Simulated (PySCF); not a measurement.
# What a mistake does to a calculation on B2GeH6Si

These are calculations, not measurements. They come from PySCF 2.14.0, an open-source quantum chemistry program, on an isolated molecule that a program drew, which may never have been made. The molecule is B2GeH6Si (charge 0, singlet), drawn as the SMILES string `B[SiH2][BH][GeH]`.

Each row is a Hartree-Fock (HF) and frozen-core CCSD(T) single point in the cc-pV(D+d)Z basis, meant for a local HF minimum. Run 1 is clean. Each other run has one planted mistake out of seven kinds, and not every kind appears here: one electron removed, one electron added, multiplicity raised by two, geometry at a saddle point, minimal basis STO-3G, one bond length entered in bohr, all coordinates scaled. The reference is restricted for singlets and unrestricted otherwise, and also for a bond in bohr. Adding or removing an electron swaps singlet and doublet. Electrons count all cores. HOMO and LUMO are orbital energies over both spins, the gradient is its largest component, and the lowest frequency (negative if imaginary) is given only where the gradient is small. Bond lengths are over the 9 bonds as drawn. T1 is the CCSD diagnostic: over 0.02 (restricted) or 0.045 (unrestricted) a single reference is doubtful. Germanium has the cc-pVDZ-PP basis, with a core potential (ECP10MDF) in place of its 10 inner electrons, and its 3s, 3p and 3d shells are frozen in CCSD(T).

Geometry of the clean run:
```xyz
10
B2GeH6Si, angstrom
B    -0.7914    0.3935   -0.4915
Si    0.1144   -1.3077    0.1701
B     1.1566   -2.1290   -1.3970
Ge    3.1797   -2.5586   -1.2677
H    -0.2207    1.4493   -0.4792
H    -1.8969    0.3645   -0.9572
H    -0.8791   -2.3238    0.6162
H     1.0054   -1.0279    1.3304
H     0.5399   -2.3704   -2.4027
H     3.4824   -1.0864   -1.7864
```

```
run,electrons,basis functions,<S^2>,HOMO (eV),LUMO (eV),gradient (hartree/bohr),lowest frequency (cm^-1),mean bond (Å),longest bond (Å),T1,HF (hartree),CCSD(T) (hartree),mistake
1,62,104,0.000,-8.56,0.44,1.9e-05,38,1.5930,2.072,0.0193,-635.07695,-635.49987,no fault
2,62,104,0.915,-8.09,0.14,7.7e-03,-,1.7501,3.005,0.0319,-635.00751,-635.41265,one bond length entered in bohr
3,61,104,0.788,-15.01,-6.51,3.2e-02,-,1.5930,2.072,0.0240,-634.80103,-635.19647,one electron removed
4,62,104,2.030,-7.51,-0.24,1.9e-02,-,1.5930,2.072,0.0214,-635.04192,-635.44657,multiplicity raised by two
5,63,104,0.768,-1.13,4.65,1.1e-02,-,1.5930,2.072,0.0611,-635.08830,-635.53073,one electron added
6,62,104,0.000,-8.55,0.50,1.7e-02,-,1.5484,2.014,0.0198,-635.07081,-635.49321,?
```

**Which mistake was planted in run 6, and what did it cost?**

The mean and the longest bond both change by the same factor, 0.972, and the gradient is no longer small. So the mistake is: all coordinates scaled. Subtracting run 1 and multiplying by 627.51 kcal/mol a hartree, the energy moved by 3.9 kcal/mol in HF and 4.2 kcal/mol in CCSD(T).

Cautions from the logs. Run 5: T1 is over the limit, so its CCSD(T) energy is less reliable.
